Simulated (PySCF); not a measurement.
ZrH4, SMILES [ZrH4], multiplicity 1.

Geometry: r2SCAN-D4/def2-TZVPD. The spin state was assumed, not searched. The def2 effective core potentials stand for the cores of Zr; spin–orbit coupling is left out.

Two levels are set side by side: TDA-PBE/def2-TZVPD (PySCF) and TDA-M06-2X/def2-TZVPD (PySCF). Vertical, same geometry. The lowest singlet is HOMO→LUMO 75 %, HOMO→LUMO+1 25 % with PBE and HOMO−1→LUMO 72 %, HOMO−1→LUMO+1 24 % with the other functional; states are paired by order. Differences are taken from unrounded values.

```json
[
 {"quantity": "lowest singlet excitation (eV)", "TDA-PBE": "3.67"},
 {"quantity": "lowest triplet excitation (TDA) (eV)", "TDA-PBE": "3.37"}
]
```

**Question.** These are the TDA-PBE values. What does TDA-M06-2X give? (Estimate from the structure and the level; the computed values follow.)

**Answer.** 
```tsv
quantity	TDA-M06-2X	TDA-PBE minus TDA-M06-2X
lowest singlet excitation (eV)	3.85	-0.18
lowest triplet excitation (TDA) (eV)	3.51	-0.14
```

Functionals without exact exchange tend to place singlet excitations lower, as here. Differences between two approximate levels are no errors against the true value.

Rough cost on one machine, each run with all the roots and properties that it gave: TDA-M06-2X against TDA-PBE about 8 times.
